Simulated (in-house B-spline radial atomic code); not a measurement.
Configurations of neutral iridium, with energies counted from [Xe] 4f14 (5d3/2)4 (5d5/2)3 6s2. Level of theory: Dirac-Hartree-Fock, average of each configuration as written, Fermi nucleus of rms radius 5.4032 fm; calculated with a B-spline radial code for spherical atoms. Energies include first-order Breit, QED and recoil terms.

Occupations are held fixed; configurations that lie above the ionisation limit could autoionise.

```json
{"configuration": "[Xe] 4f14 (5d3/2)1 (5d5/2)6 6s2", "E - E(ref) (eV)": "2.9737", "highest orbital": "6s1/2", "its <r> (bohr)": "3.068"}
{"configuration": "[Xe] (4f5/2)6 (4f7/2)7 (5d3/2)1 (5d5/2)6 6s2 (10p1/2)1", "E - E(ref) (eV)": "72.944", "highest orbital": "10p1/2", "its <r> (bohr)": "51.06"}
{"configuration": "[Kr] 4d10 4f14 5s2 (5p1/2)1 (5p3/2)4 (5d3/2)1 (5d5/2)6 6s2 (6g7/2)1", "E - E(ref) (eV)": "73.861", "highest orbital": "6g7/2", "its <r> (bohr)": "44"}
```

Problem. Order these further configurations by energy, lowest first.
A. [Xe] 4f14 (5d3/2)4 (5d5/2)3 6s1 (7f7/2)1
B. [Xe] (4f5/2)5 (4f7/2)8 (5d3/2)3 (5d5/2)4 6s2 7s1
C. [Xe] 4f14 (5d3/2)2 (5d5/2)5 6s2

Solution. C (2.2508 eV), A (7.3376 eV), B (71.502 eV).
